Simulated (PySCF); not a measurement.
## Two-component Hartree-Fock for Ce(31+) (cerium, charge +31)

Start: [Ar] 3d9; 3d3/2 filled at m_j = -3/2, -1/2, +1/2, +3/2; 3d5/2 filled at m_j = -3/2, -1/2, +1/2, +3/2, +5/2. Calculated with PySCF 2.14 in an uncontracted even-tempered set (16 s from 5.2 bohr⁻², ratio 2.8; 12 p from 6.8 bohr⁻², ratio 2.8; 8 d from 6.8 bohr⁻², ratio 2.8; 3 f from 28 bohr⁻², ratio 3): generalised Hartree-Fock with the X2C-1e Hamiltonian and a Gaussian nucleus; one run each with spin-orbit coupling (SO) switched off, then screened by Boettger's factors.

```json
{"spinor shell": "1s1/2", "electrons": "2", "ε, spin-free (eV)": "-41845.4", "ε, screened SO (eV)": "-41839.7", "weight of nominal j (screened SO)": "1.000", "rms radius, screened SO (bohr)": "0.0280"}
{"spinor shell": "2s1/2", "electrons": "2", "ε, spin-free (eV)": "-7782.2", "ε, screened SO (eV)": "-7780.4", "weight of nominal j (screened SO)": "1.000", "rms radius, screened SO (bohr)": "0.114"}
{"spinor shell": "2p1/2", "electrons": "2", "ε, spin-free (eV)": "-7090.5", "ε, screened SO (eV)": "-7406.2", "weight of nominal j (screened SO)": "1.000", "rms radius, screened SO (bohr)": "0.0976"}
{"spinor shell": "2p3/2", "electrons": "4", "ε, spin-free (eV)": "-7090.5", "ε, screened SO (eV)": "-6950.9", "weight of nominal j (screened SO)": "1.000", "rms radius, screened SO (bohr)": "0.103"}
{"spinor shell": "3s1/2", "electrons": "2", "ε, spin-free (eV)": "-2541.7", "ε, screened SO (eV)": "-2541.2", "weight of nominal j (screened SO)": "1.000", "rms radius, screened SO (bohr)": "0.290"}
{"spinor shell": "3p1/2", "electrons": "2", "ε, spin-free (eV)": "-2315.6", "ε, screened SO (eV)": "-2385.0", "weight of nominal j (screened SO)": "0.999", "rms radius, screened SO (bohr)": "0.281"}
{"spinor shell": "3p3/2", "electrons": "4", "ε, spin-free (eV)": "-2315.6", "ε, screened SO (eV)": "-2284.5", "weight of nominal j (screened SO)": "0.999", "rms radius, screened SO (bohr)": "0.292"}
{"spinor shell": "3d3/2", "electrons": "4", "ε, spin-free (eV)": "-2011.8", "ε, screened SO (eV)": "-2024.7", "weight of nominal j (screened SO)": "0.987", "rms radius, screened SO (bohr)": "0.261"}
{"spinor shell": "3d5/2", "electrons": "5", "ε, spin-free (eV)": "-2011.8", "ε, screened SO (eV)": "-2002.6", "weight of nominal j (screened SO)": "0.989", "rms radius, screened SO (bohr)": "0.264"}
```

| quantity | spin-free | screened SO |
| --- | --- | --- |
| E (hartree) | -8309.66471 | -8313.70686 |
| M_J | 5/2 | 5/2 |
| ⟨J²⟩ | 8.750 | 8.750 |
| ⟨L²⟩ | 6.000 | 6.021 |
| ⟨S²⟩ | 0.750 | 0.771 |

Each row is a mean over spinors that exchange with the open shell spreads, by up to 20.405 eV (3p3/2).

Breit and QED terms are absent; they matter most for the inner s and p1/2 levels.

Densities and radii are taken from the X2C orbitals without a picture-change correction, which distorts them close to the nucleus.

Without spin-orbit coupling the j labels of p, d and f shells carry no meaning; the spin-free column gives the mean over the occupied spinors of each nl shell.
